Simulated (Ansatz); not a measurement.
Geometry optimisation, RKS PBE0-D4/def2-SVP in Ansatz.

input.yaml

```yaml
crystal:
  periodic: [false, false, false]
  atoms:
    - { symbol: B, position_ang: [0.028344, -0.231958, 0.009945] }
    - { symbol: Cl, position_ang: [0.038533, -0.643394, 1.792233] }
    - { symbol: C, position_ang: [1.363583, -0.046709, -0.760615] }
    - { symbol: H, position_ang: [1.733136, -1.056064, -1.020632] }
    - { symbol: H, position_ang: [1.228673, 0.506691, -1.699964] }
    - { symbol: H, position_ang: [2.141778, 0.435357, -0.151983] }
    - { symbol: Cl, position_ang: [-1.525714, -0.366418, -0.797585] }
    - { symbol: S, position_ang: [-0.256006, 2.753731, 0.755293] }
    - { symbol: H, position_ang: [-1.561957, 2.562289, 0.468829] }
    - { symbol: H, position_ang: [-0.314572, 1.905776, 1.839578] }
basis:
  gaussian: { orbitals: def2-SVP }
hamiltonian:
  xc: pbe0
  dispersion: d4
relax:
  f_tol: 0.03
  max_steps: 50
output:
  orbitals: {}
```

Run as:

```bash
$ ansatz run input.yaml --threads 2 --pin off --max-ram 3072MiB --backend cpu --events-out ev --progress --plain --runs-dir out
```

Task: Where does it end, and by what steps?

Result: The run converged. After 8 steps the energy has fallen by 0.066 eV; H10 moved furthest, 0.40 Å.

```tsv
step	energy less start (eV)	largest force component (eV/Å)	accepted
0	0.0000	0.922	yes
1	-0.0386	0.719	yes
2	0.1436	1.944	no
3	-0.0595	0.265	yes
4	-0.0644	0.040	yes
5	-0.0647	0.042	yes
6	-0.0650	0.040	yes
7	-0.0652	0.113	yes
8	-0.0656	0.004	yes
```

```xyz
10
Properties=species:S:1:pos:R:3
B 0.052 -0.317 0.024
Cl 0.080 -0.796 1.723
C 1.369 -0.077 -0.768
H 1.723 -1.061 -1.127
H 1.217 0.559 -1.651
H 2.164 0.344 -0.137
Cl -1.512 -0.378 -0.792
S -0.264 2.775 0.747
H -1.545 2.502 0.426
H -0.410 2.268 1.989
```

Run time: 30 s on 2 threads of Arm Neoverse V1 (shared host), peak memory 0.25 GiB.
